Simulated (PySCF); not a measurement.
How methods differ on the ionisation energy of C⁺

C⁺ [He] 2s2 2p1 (2P) → C²⁺ [He] 2s2 (1S), as a difference of total energies. All numbers are calculated (PySCF 2.14, no relativity, point nucleus, in aug-cc-pVDZ). Correlated levels: valence: 1s2 frozen. The calculations carry no spin-orbit coupling.

Question: Order these methods by the ionisation energy they give, lowest first.
A. PBE0
B. UHF
C. BP86
D. CCSD(T) (valence)

Answer: D (24.070 eV), B (24.180 eV), A (24.867 eV), C (24.947 eV).

Errors of the correlated levels include the incompleteness of this basis and the frozen core.

The coupled-cluster amplitudes are large for C²⁺ (T1 above 0.03 or a double amplitude above 0.15), so a single reference is strained.

For comparison: 24.378 eV (measured; NIST levels, between the centres of gravity of the two terms).
